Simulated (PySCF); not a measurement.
## Frontier orbitals and the lowest excitations

CH8N2OSi2.
Z-matrix (Å and degrees, PBE0-D3(BJ)/def2-SVP geometry), rows numbered from 1:
```
N 
C   1  1.3516
O   2  1.2214  1  122.70
Si  2  1.9371  1  120.21  3  -179.99
N   4  1.7214  2  100.12  1   178.87
Si  5  1.7360  4  133.67  2  -179.20
H   1  1.0148  2  118.95  3     0.76
H   1  1.0101  2  122.13  3   178.80
H   4  1.4988  2  110.03  1    57.32
H   4  1.4977  2  110.57  1   -60.06
H   5  1.0250  4  108.19  2    -1.26
H   6  1.4968  5  110.82  4   -51.58
H   6  1.4982  5  112.80  4    68.17
H   6  1.4925  5  108.18  4  -171.62
```

The calculation used TDDFT PBE0/def2-SVPD, vertical, gas phase, core orbitals frozen in the response in PySCF.

Frontier orbitals with the atoms that hold most of them (Löwdin shares over 4%, at most four atoms; ? is withheld):

```json
{"orbital": "LUMO+2", "ε (eV)": "0.38", "atoms": "Si4 23%, H8 17%, N1 11%, Si6 10%"}
{"orbital": "LUMO+1", "ε (eV)": "-0.14", "atoms": "Si4 25%, Si6 15%, H9 10%, H10 9%"}
{"orbital": "LUMO", "ε (eV)": "?", "atoms": "C2 36%, O3 25%, N1 14%, Si4 14%"}
{"orbital": "HOMO", "ε (eV)": "-7.41", "atoms": "N5 38%, O3 17%, Si4 10%, Si6 8%"}
{"orbital": "HOMO-1", "ε (eV)": "-7.41", "atoms": "O3 41%, N5 16%, Si4 12%, C2 11%"}
{"orbital": "HOMO-2", "ε (eV)": "-8.40", "atoms": "N1 46%, O3 34%, C2 11%"}
{"orbital": "HOMO-3", "ε (eV)": "-9.40", "atoms": "Si6 37%, H14 31%, H12 13%, N5 8%"}
```

Task: What is the LUMO energy, and the HOMO–LUMO gap?

Result: ε(LUMO) = -0.41 eV; the gap is 7.00 eV (0.2571 hartree).

Within 0.005 eV of a neighbour in this list lie HOMO-1/HOMO.

Task: How does S1 compare with the orbital gap of 7.00 eV?

Result: S1 is at 4.97 eV (f = 0.0022), 2.02 eV below the gap, made of HOMO-1→LUMO (70%), HOMO→LUMO (28%). Without the coupling terms of the response equations the lowest excitation would equal the gap.

Next come S2 at 5.90 eV (f 0.012), HOMO→LUMO (70%), HOMO-1→LUMO (28%); S3 at 5.93 eV (f 0.0030), HOMO→LUMO+1 (68%), HOMO-1→LUMO+1 (27%); S4 at 6.23 eV (f 0.029), HOMO-1→LUMO+1 (63%), HOMO→LUMO+1 (25%); S5 at 6.72 eV (f 0.062), HOMO-1→LUMO+2 (61%), HOMO→LUMO+2 (29%).

One conformer stands for the species.
